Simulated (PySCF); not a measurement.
Species: CF3CH2CF3, C3H2F6.
SMILES: `FC(F)(F)CC(F)(F)F`

Torsions of this conformer, `[F:1][C:2]([F:3])([F:4])[CH2:5][C:6]([F:7])([F:8])[F:9]`: F1–C2–C5–C6 179°, C2–C5–C6–F7 59°.

The closed-shell ground state was solved at several levels (PySCF, density fitting, gas phase, non-relativistic). Geometry: PBE0-D3(BJ)/def2-SVP; no solvent, vibrations or thermal averaging.

| level | basis functions | total energy (Eh) | HOMO (eV) | LUMO (eV) | gap (eV) | dipole (D) |
| --- | --- | --- | --- | --- | --- | --- |
| B3LYP/pcJ-1 | 263 | -714.6083 | -10.97 | 0.95 | 11.92 | 1.98 |
| PBE0/pcSseg-1 | 163 | -713.8617 | -11.25 | 1.31 | 12.56 | 1.97 |
| CAM-B3LYP/pcSseg-2 | 352 | -714.7380 | -12.83 | 1.21 | 14.04 | 2.06 |

What might wB97X-D/def2-SVPD (214 basis functions) give for the same quantities?

Total energy -713.9059 Eh, HOMO -13.34 eV, LUMO 2.13 eV, gap 15.47 eV, dipole 2.02 D.

Over all these levels, which gives the widest orbital gap and which the narrowest?

wB97X-D/def2-SVPD (range-separated hybrid) has the widest, 15.47 eV, and B3LYP/pcJ-1 (global hybrid, 20 % exact exchange) the narrowest, 11.92 eV. Functional and basis both differ between the two, so the spread mixes both effects.

How far do the dipole and the HOMO energy spread over the levels?

The dipole runs from 1.97 to 2.06 D (mean 2.01 D) and the HOMO from -13.34 to -10.97 eV.

The pairwise dispersion term of wB97X-D wasn't added to the energies; at a given geometry it leaves orbitals and properties as they are.
